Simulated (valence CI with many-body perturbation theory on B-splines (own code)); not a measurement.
**P2+: electric-dipole lines**

Method: relativistic CI+MBPT: three valence electrons over a frozen Dirac-Fock core [Ne], radial functions for each j: 11 s, 11 p, 10 d, 8 f, 5 g, 2 h, with the one-electron correlation potential Σ1 (screened to all orders), the two-electron term Σ2, the three-electron term Σ3, Breit, model QED; selected single and double excitations, second order for the rest, scaled by the run's own slope (own B-spline code, finite nucleus).

Set against measurement, 13 paired levels are off by 78 cm⁻¹ on average, the worst by 161. These come from a selection out of Martin, Zalubas and Musgrove, J. Phys. Chem. Ref. Data 14, 751 (1985). Levels without a partner in it may be off by more.

Lines 1 to 50 of 589 in falling wavelength, among levels below 27.605 eV, chosen from the strongest by gf and those to the six lowest levels. Wavelengths and rates use the calculated energies, so an error of 80 cm⁻¹ moves a line at 4614 nm by 3.7 % and its rate by three times that or more. Electric multipoles are in the length gauge, E1 and E2 with the static RPA response of the core. Weak lines are less certain than strong ones. Lines between different terms over intervals too small for the method are left out, as are lines whose strength nearly cancels. Where a level lies close to another of its J and parity, the split of strength between their lines is uncertain. The highest levels of a list are the least certain.

Names give the largest LS component (configuration and term), which can be under half, so a name can repeat, a term be missing and a line seem to break the LS rules; names also repeat where a configuration has a term twice. Letters in brackets count levels of one name in rising energy.

| λ vac (nm) | Upper | Lower | A (s⁻¹) | log gf | Branch % |
| --- | --- | --- | --- | --- | --- |
| 4614 | 3s2.6d 2D_3/2 | 3s.3p.3d 2F°_5/2 [b] | 6.11e+05 | -0.11 | 0.3 |
| 4343 | 3s2.6d 2D_5/2 | 3s.3p.3d 2F°_5/2 [b] | 4.05e+04 | -1.16 | 0.0 |
| 4229 | 3s2.6d 2D_5/2 | 3s.3p.3d 2F°_7/2 [b] | 8.69e+05 | 0.15 | 0.5 |
| 3640 | 3s2.7p 2P°_1/2 | 3s2.7s 2S_1/2 | 3.72e+06 | 0.17 | 1.0 |
| 3610 | 3s2.7p 2P°_3/2 | 3s2.7s 2S_1/2 | 3.80e+06 | 0.47 | 1.0 |
| 3269 | 3s2.7p 2P°_3/2 | 3s.3p.4p 2D_5/2 | 2.01e+06 | 0.11 | 0.5 |
| 3258 | 3s2.5g 2G_7/2 | 3s2.5f 2F°_5/2 | 1.30e+06 | 0.22 | 0.4 |
| 3225 | 3s2.5g 2G_7/2 | 3s2.5f 2F°_7/2 | 4.93e+04 | -1.21 | 0.0 |
| 3225 | 3s2.5g 2G_9/2 | 3s2.5f 2F°_7/2 | 1.38e+06 | 0.33 | 0.4 |
| 3116 | 3s2.6f 2F°_7/2 | 3s.3p.4p 2D_5/2 | 2.29e+06 | 0.43 | 0.1 |
| 3096 | 3s2.6f 2F°_5/2 | 3s.3p.4p 2D_5/2 | 1.54e+05 | -0.88 | 0.0 |
| 3065 | 3s2.7p 2P°_1/2 | 3s.3p.4p 2D_3/2 | 3.45e+06 | -0.01 | 0.9 |
| 3043 | 3s2.7p 2P°_3/2 | 3s.3p.4p 2D_3/2 | 3.50e+05 | -0.71 | 0.1 |
| 2892 | 3s2.6f 2F°_5/2 | 3s.3p.4p 2D_3/2 | 3.38e+06 | 0.41 | 0.1 |
| 2809 | 3s.3p.4p 2D_3/2 | 3s.3p.3d 2F°_5/2 [b] | 1.35e+06 | -0.19 | 0.6 |
| 2641 | 3s.3p.4p 2D_5/2 | 3s.3p.3d 2F°_5/2 [b] | 5.23e+04 | -1.48 | 0.0 |
| 2598 | 3s.3p.4p 2D_5/2 | 3s.3p.3d 2F°_7/2 [b] | 1.07e+06 | -0.19 | 0.4 |
| 2391 | 3s2.7d 2D_3/2 | 3s2.6f 2F°_5/2 | 7.40e+06 | 0.40 | 16.2 |
| 2389 | 3s2.7d 2D_5/2 | 3s2.6f 2F°_5/2 | 3.53e+05 | -0.74 | 0.8 |
| 2377 | 3s2.7d 2D_5/2 | 3s2.6f 2F°_7/2 | 7.09e+06 | 0.56 | 15.5 |
| 2297 | 3s2.7d 2D_3/2 | 3s2.7p 2P°_3/2 | 2.50e+06 | -0.10 | 5.5 |
| 2295 | 3s2.7d 2D_5/2 | 3s2.7p 2P°_3/2 | 1.50e+07 | 0.85 | 32.8 |
| 2285 | 3s2.7d 2D_3/2 | 3s2.7p 2P°_1/2 | 1.26e+07 | 0.60 | 27.6 |
| 2201 | 3s2.7p 2P°_3/2 | 3s2.6d 2D_5/2 | 8.82e+06 | 0.41 | 2.4 |
| 2148 | 3s2.7p 2P°_1/2 | 3s2.6d 2D_3/2 | 8.45e+06 | 0.07 | 2.2 |
| 2137 | 3s2.7p 2P°_3/2 | 3s2.6d 2D_3/2 | 8.53e+05 | -0.63 | 0.2 |
| 2131 | 3s2.6f 2F°_7/2 | 3s2.6d 2D_5/2 | 9.28e+06 | 0.70 | 0.4 |
| 2121 | 3s2.6f 2F°_5/2 | 3s2.6d 2D_5/2 | 6.25e+05 | -0.60 | 0.0 |
| 2080 | 3s2.6p 2P°_1/2 | 3s2.6s 2S_1/2 | 6.68e+06 | -0.06 | 0.3 |
| 2077 | 3s2.6p 2P°_3/2 | 3s2.6s 2S_1/2 | 5.98e+06 | 0.19 | 0.2 |
| 2062 | 3s2.6f 2F°_5/2 | 3s2.6d 2D_3/2 | 7.48e+06 | 0.46 | 0.3 |
| 1934 | 3s2.8s 2S_1/2 | 3s2.7p 2P°_3/2 | 1.65e+07 | 0.27 | 4.6 |
| 1926 | 3s2.8s 2S_1/2 | 3s2.7p 2P°_1/2 | 8.26e+06 | -0.04 | 2.3 |
| 1819 | 3s.3p.3d 2P°_3/2 [a] | 3s2.6s 2S_1/2 | 5.44e+06 | 0.03 | 0.1 |
| 1816 | 3s2.6g 2G_7/2 | 3s.3p.3d 2F°_5/2 [b] | 1.41e+07 | 0.74 | 7.0 |
| 1804 | 3s.3p.3d 2P°_1/2 [a] | 3s2.6s 2S_1/2 | 4.49e+06 | -0.36 | 0.1 |
| 1796 | 3s2.6g 2G_7/2 | 3s.3p.3d 2F°_7/2 [b] | 5.34e+05 | -0.68 | 0.3 |
| 1796 | 3s2.6g 2G_9/2 | 3s.3p.3d 2F°_7/2 [b] | 1.50e+07 | 0.86 | 7.5 |
| 1743 | 3s.3p.3d 2D°_5/2 [b] | 3s.3p.4p 2D_5/2 | 1.14e+05 | -1.51 | 0.0 |
| 1707 | 3s2.6d 2D_3/2 | 3s.3p.3d 2P°_1/2 [a] | 3.65e+06 | -0.20 | 1.6 |
| 1695 | 3s2.6d 2D_3/2 | 3s.3p.3d 2P°_3/2 [a] | 8.86e+05 | -0.82 | 0.4 |
| 1657 | 3s2.6d 2D_5/2 | 3s.3p.3d 2P°_3/2 [a] | 6.78e+06 | 0.22 | 3.6 |
| 1568 | 3s2.4f 2F°_5/2 | 3s2.4d 2D_3/2 | 5.14e+06 | 0.06 | 0.4 |
| 1568 | 3s2.4f 2F°_5/2 | 3s2.4d 2D_5/2 | 3.67e+05 | -1.09 | 0.0 |
| 1568 | 3s2.4f 2F°_7/2 | 3s2.4d 2D_5/2 | 5.51e+06 | 0.21 | 0.4 |
| 1518 | 3s2.6d 2D_3/2 | 3s2.6p 2P°_3/2 | 1.42e+06 | -0.71 | 0.6 |
| 1517 | 3s2.6d 2D_3/2 | 3s2.6p 2P°_1/2 | 8.12e+06 | 0.05 | 3.6 |
| 1511 | 3s.3p.3d 2F°_7/2 [b] | 3s2.5g 2G_9/2 | 3.59e+06 | -0.01 | 0.1 |
| 1511 | 3s.3p.3d 2F°_7/2 [b] | 3s2.5g 2G_7/2 | 1.03e+05 | -1.55 | 0.0 |
| 1497 | 3s.3p.3d 2F°_5/2 [b] | 3s2.5g 2G_7/2 | 3.73e+06 | -0.12 | 0.1 |

Task: How does gf follow from A for the line at 2295 nm?

Result: gf = 1.4992 × (2J+1)_upper × A / σ², with σ = 4358 cm⁻¹ and 2J+1 = 6: gf = 7.12.
